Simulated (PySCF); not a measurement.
**Assignment exercise: C₆H₆OSi**

Bonds (- single, = double, # triple, : aromatic): O1=C2 1.207 Å, C2-C3 1.415 Å, C3#C4 1.216 Å, C4-C5 1.383 Å, C5=C6 1.345 Å, C6-C7 1.503 Å, C7-Si8 1.929 Å, Si8-C5 1.915 Å. C2 carries H9; C6 carries H10; C7 carries H11, H12; Si8 carries H13, H14.

PySCF calculation with geometry from GFN2-xTB and GIAO PBE0/pcSseg-1 shieldings; one averaged value for each set of equivalent atoms, one conformer, relativity neglected, in vacuum.

Referencing at the same level of theory: ¹³C (σref 186.93) and ¹H (σref 31.72) vs TMS.

Question: Assign these signals to the numbered atoms. ¹³C{¹H} NMR (computed): δ 181.0, 165.7, 132.4, 101.6, 99.8, 20.0.

Answer: 
| δ (ppm) | atoms | environment | reason |
| --- | --- | --- | --- |
| 181.0 | C2 | aldehyde carbonyl carbon | the double bond to the heteroatom, with no lone-pair donor beside it, deshields it most |
| 165.7 | C6 | alkene CH | – |
| 132.4 | C5 | fully substituted alkene carbon | as expected for a trigonal carbon in a double bond |
| 101.6 | C4 | alkyne carbon | sp carbons lie upfield of alkene carbons because the cylindrical π system leaves one tensor component strongly shielded |
| 99.8 | C3 | alkyne carbon | – |
| 20.0 | C7 | allylic sp3 CH2 bonded to Si | – |

C4 and C3 lie closer than the usual error of such a calculation, so a measured spectrum could show them in the other order.

Question: Assign these signals to the numbered atoms. ¹H NMR (400 MHz, computed): δ 9.80 (s, 1H), 7.32 (t, 1H), 5.16 (m, 2H), 2.08 (m, 2H).

Answer: 
| δ (ppm) | atoms | environment | reason |
| --- | --- | --- | --- |
| 9.80 | H9 | hydrogen on an aldehyde carbonyl carbon | the C=O anisotropy and electron withdrawal place aldehyde protons far downfield |
| 7.32 | H10 | hydrogen on an alkene CH | olefinic region |
| 5.16 | H13/H14 | hydrogen on a silicon bonded to 2 C, in a 4-membered ring | – |
| 2.08 | H11/H12 | hydrogen on an allylic sp3 CH2 bonded to Si | allylic position |

Shifts are as computed. Against solution values, carbons near 30 ppm lie about +3 ppm off and those near 130 ppm about +5 ppm. Of 1309 compounds with measured shifts, 239 miss one by over three times the rms of a fit or turn the order of signals round; such compounds aren't used in these exercises. No couplings were computed; multiplicities are counted from neighbouring protons, with m where these are inequivalent, close in shift, in a saturated or five-membered ring or joined by F or P, and br s for small geminal =CH2 splittings.
